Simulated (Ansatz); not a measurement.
BrHMg (SMILES [MgH][Br]) moved off its minimum; all values from Ansatz (a quantum-chemistry and plane-wave program), cores frozen in correlated methods.
(charge 0, multiplicity 1)
```xyz
3

Mg     0.05585    -0.02099    -1.46384
H      0.01906     0.04077    -3.14795
Br     0.03130    -0.20039     0.83887
```

```json
[
 {"level": "HF/def2-TZVPP", "largest force (eV/Å)": "0.47", "on atom": "Br3", "rms difference from CCSD(T)/def2-TZVPPD (eV/Å)": "0.028", "dipole (D)": "1.44"},
 {"level": "PBE/def2-TZVPP", "largest force (eV/Å)": "0.47", "on atom": "Br3", "rms difference from CCSD(T)/def2-TZVPPD (eV/Å)": "0.045", "dipole (D)": "1.31"},
 {"level": "r2SCAN/def2-TZVPP", "largest force (eV/Å)": "0.33", "on atom": "Br3", "rms difference from CCSD(T)/def2-TZVPPD (eV/Å)": "0.089", "dipole (D)": "1.33"},
 {"level": "B3LYP/def2-TZVPP", "largest force (eV/Å)": "0.45", "on atom": "Mg1", "rms difference from CCSD(T)/def2-TZVPPD (eV/Å)": "0.053", "dipole (D)": "1.37"},
 {"level": "wB97M-V/def2-TZVPP", "largest force (eV/Å)": "0.41", "on atom": "Mg1", "rms difference from CCSD(T)/def2-TZVPPD (eV/Å)": "0.091", "dipole (D)": "1.40"},
 {"level": "MP2/def2-TZVPPD", "largest force (eV/Å)": "0.52", "on atom": "Br3", "rms difference from CCSD(T)/def2-TZVPPD (eV/Å)": "0.024", "dipole (D)": "1.37"},
 {"level": "CCSD(T)/def2-TZVPPD", "largest force (eV/Å)": "0.54", "on atom": "Br3", "rms difference from CCSD(T)/def2-TZVPPD (eV/Å)": "0.000", "dipole (D)": "1.39"}
]
```

The differences count from one level among others, with limits of its own. Forces at CCSD(T)/def2-TZVPPD (eV/Å):

| atom | Fx | Fy | Fz |
|---|---|---|---|
| Mg1 | -0.023 | 0.002 | -0.474 |
| H2 | 0.016 | 0.024 | -0.062 |
| Br3 | 0.007 | -0.026 | 0.536 |
